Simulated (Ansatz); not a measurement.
`S=[CH][GeH3]` + `BN` → `B[NH][GeH3]` + `C=S` at 400 K and 1 bar (ligand exchange at a Ge–C bond).

Gas-phase electronic energies from Ansatz, PBE0-D4/def2-TZVP geometries. CCSD(T)/CBS is the MP2 limit (def2-TZVPP, def2-QZVPP) plus CCSD(T) − MP2 in def2-TZVPP, frozen cores. This one scheme is used for every species. For Ge outer-core shells are correlated without core-valence functions, which leaves a few kJ/mol of doubt a bond. Scalar relativity is left out up to krypton.

```json
{"species": "`S=[CH][GeH3]`", "CCSD(T)/CBS energy (Eh)": "-2514.29743", "H − E (kJ/mol)": "126.9", "S (J/(mol·K))": "335.4"}
{"species": "`BN`", "CCSD(T)/CBS energy (Eh)": "-81.93499", "H − E (kJ/mol)": "142.5", "S (J/(mol·K))": "243.5"}
{"species": "`B[NH][GeH3]`", "CCSD(T)/CBS energy (Eh)": "-2159.24687", "H − E (kJ/mol)": "187.7", "S (J/(mol·K))": "333.1"}
{"species": "`C=S`", "CCSD(T)/CBS energy (Eh)": "-436.98974", "H − E (kJ/mol)": "79.4", "S (J/(mol·K))": "242.5"}
```

H − E and S are ideal-gas, rigid-rotor, harmonic terms from PBE0-D4/def2-TZVP. 1 Eh = 2625.50 kJ/mol, R = 8.31446 J/(mol·K).

Problem. By hand: ΔE, ΔH, ΔS and ΔG.

Solution. ΔE = (-2159.24687) + (-436.98974) − (-2514.29743) − (-81.93499) = -0.00419 Eh = -11.0 kJ/mol. Δ(H − E) = 187.7 + 79.4 − 126.9 − 142.5 = -2.3, so ΔH = -13.3 kJ/mol. ΔS = 333.1 + 242.5 − 335.4 − 243.5 = -3.3 J/(mol·K). ΔG = -13.3 − 400 × (-3.3)/1000 = -12.0 kJ/mol.

Problem. By hand: the equilibrium constant, and the temperature at which ΔG would vanish if ΔH and ΔS stayed fixed.

Solution. log₁₀ K = −ΔG/(RT ln 10) = 1.6. ΔG = 0 at ΔH/ΔS = 4030 K, far beyond where these terms or the molecules hold.

The number of gas molecules stays the same, so ΔS is small and ΔH decides. A doubt of 5 kJ/mol in ΔE shifts log₁₀ K by 0.7 here. These are equilibria of isolated gas molecules and say nothing of rates. Largest T1 diagnostic: 0.016 (customary marks: 0.02 for closed shells, 0.045 for open ones).
